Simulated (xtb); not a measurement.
BFClBr, SMILES FB(Cl)Br. All values are semi-empirical tight-binding results from xtb (GFN2-xTB unless named), good for trends rather than for accurate numbers. Geometry optimised at GFN2-xTB.

Optimised geometry:

```xyz
4

B     -0.4071    -0.5616     0.0000
F     -1.7093    -0.7541     0.0000
Cl     0.6352    -1.9201     0.0000
Br     0.1892     1.2068     0.0000
```

```yaml
point_group_as_xtb_finds_it: Cs
orbital_gap: 4.61 eV
zero_point_energy: 4.8 kcal/mol
G − E(el) at 298.15 K (modified RRHO): -13.7 kcal/mol
static polarisability (D4 model): 49.8 bohr³
solvation energy, GFN2-xTB/ALPB(water): 0.0 kcal/mol
solvation energy, GFN2-xTB/ALPB(dmf): -4.0 kcal/mol
```

Computed atomic charges and the Wiberg bond orders between heavy atoms:
charges (e) B1 0.53, F2 -0.24, Cl3 -0.18, Br4 -0.11. Bond orders B1–F2 1.11, B1–Cl3 1.15, B1–Br4 1.12.
